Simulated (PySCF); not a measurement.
Correlation energy of Yb (ytterbium, neutral)

[Xe] 4f14 5d2, high-spin 3F determinant (an excited configuration). Computed with PySCF 2.14 in cc-pVTZ-X2C, with scalar relativity by spin-free X2C-1e. Frozen: [Ar] 3d10; 42 electrons correlated.

MP2 pair energies summed by pair of shells (mhartree):

```csv
pair,energy,share (%)
4f-4f,-823.19,35.1
4d-4f,-415.93,17.7
4f-5p,-331.38,14.1
4p-4f,-124.01,5.3
5p-5p,-119.70,5.1
4d-4d,-105.95,4.5
4f-5s,-84.27,3.6
4p-4d,-68.63,2.9
4d-5p,-49.22,2.1
5s-5p,-35.80,1.5
5p-5d,-30.54,1.3
4s-4f,-28.96,1.2
4f-5d,-24.24,1.0
4d-5s,-22.96,1.0
4s-4d,-18.25,0.8
4p-4p,-17.98,0.8
4p-5p,-9.74,0.4
4s-4p,-8.90,0.4
5s-5s,-6.79,0.3
4p-5s,-5.11,0.2
5d-5d,-4.59,0.2
5s-5d,-2.99,0.1
4s-4s,-1.68,0.1
4d-5d,-1.52,0.1
4s-5p,-1.50,0.1
4s-5s,-0.65,0.0
4p-5d,-0.28,0.0
4s-5d,-0.05,0.0
```

Total MP2 correlation energy: -2344.8 mhartree.

Same-spin part -901.90 and opposite-spin part -1442.9 mhartree; SCS-MP2 scales them by 1/3 and 6/5 to -2032.1 mhartree.

This basis was not built for core-valence correlation, so the inner-shell part is incomplete.
